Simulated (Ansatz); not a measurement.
Computed with Ansatz (a program for electronic structure) with frozen-core CCSD(T)/cc-pVTZ // B3LYP-D3(BJ)/def2-TZVP.

Ansatz 0.2 input:
```yaml
crystal:
  periodic: [false, false, false]
  atoms:
    - { symbol: N, position_ang: [-1.198192, 0.269722, -0.256169] }
    - { symbol: B, position_ang: [-0.042194, -0.078632, 0.475827] }
    - { symbol: N, position_ang: [1.231516, -0.207607, -0.119594] }
    - { symbol: H, position_ang: [-1.21161, 0.452048, -1.245431] }
    - { symbol: H, position_ang: [-2.097698, 0.358023, 0.179608] }
    - { symbol: H, position_ang: [-0.146394, -0.272844, 1.650824] }
    - { symbol: H, position_ang: [1.419382, -0.064817, -1.097542] }
    - { symbol: H, position_ang: [2.04519, -0.455894, 0.412476] }
basis:
  gaussian: { orbitals: cc-pVTZ }
correlation:
  method: ccsd_t
```

Output:

```
Functional definition: HF
912 factors; integrals over basis functions are off by at most 1.1e-3 eV
mean field evaluation 1: about -3714.3308 eV, gradient 4.2e1 eV
mean field evaluation 2: about -3714.3330 eV, gradient 4.2e1 eV
mean field evaluation 4: about -3717.9666 eV, gradient 2.8e0 eV
mean field evaluation 8: about -3717.9958 eV, gradient 1.0e-1 eV
mean field evaluation 16: about -3717.9936 eV, gradient 4.1e-1 eV
mean field -3717.99583938 eV, -136.6338269490 hartree, gradient 3.1e-6 eV, S^2 0.000000; 0 other end points of the search recorded, 0 dependent functions left out
3 core orbitals not correlated
reference -3717.99583938 eV, -136.6338269490 hartree; 9, 9 occupied and 148, 148 virtual orbitals, 912 factors
second order -14.60177047 eV of doubles, -0.00000000 eV of singles
cycle   1  -14.90303494 eV  change   -3.0e-1 eV  update   6.9e-2
cycle   2  -15.21974851 eV  change   -3.2e-1 eV  update   2.0e-2
cycle   3  -15.27820079 eV  change   -5.8e-2 eV  update   9.9e-3
cycle   4  -15.27025069 eV  change    8.0e-3 eV  update   2.6e-3
cycle   5  -15.27099350 eV  change   -7.4e-4 eV  update   1.2e-3
cycle   6  -15.27078031 eV  change    2.1e-4 eV  update   2.6e-4
cycle   7  -15.27066278 eV  change    1.2e-4 eV  update   6.6e-5
cycle   8  -15.27064918 eV  change    1.4e-5 eV  update   2.2e-5
perturbative correction -0.56232392 eV, -0.0206650231 hartree
Total energy: -3733.82881249 eV, -137.2156779788 hartree
```

Cost: about 30 core-seconds (a rough figure).
